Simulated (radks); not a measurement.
Q: The iridium ion Ir45+, 32 electrons, occupied as [Ar] 3d10 4s2 4p2. All-electron calculation, Dirac Kohn-Sham, LB94 model potential, spin-unpolarised, spherical densities, finite nucleus; open shells fill j = l - 1/2 first; Fermi nuclear charge, rms radius 5.4032 fm. Program: a radial shooting solver on a logarithmic mesh with Libxc functionals. Some entries of the table are withheld. Estimate them.

orbital,occ.,eigenvalue (hartree),<r^2> (bohr^2)
1s1/2,2,-2885.418,(1)
2s1/2,2,-573.2545,(2)
2p1/2,2,-553.4465,0.004479
2p3/2,4,-492.9805,0.005661
3s1/2,2,-194.2281,(3)
3p1/2,2,-185.4022,0.03641
3p3/2,4,-171.7266,0.04230
3d3/2,4,-157.1701,0.03223
3d5/2,6,-154.1638,0.03382
4s1/2,2,(4),0.1569
4p1/2,2,-90.01919,0.1541
4p3/2,0,-85.43865,0.1716
4d3/2,0,-79.48096,0.1610
4d5/2,0,-78.47365,0.1658
5s1/2,0,-55.57090,0.4378

A: 
(1) 1s1/2 <r^2> (bohr^2): 0.0004185
(2) 2s1/2 <r^2> (bohr^2): 0.006318
(3) 3s1/2 <r^2> (bohr^2): 0.04003
(4) 4s1/2 eigenvalue (hartree): -93.78782
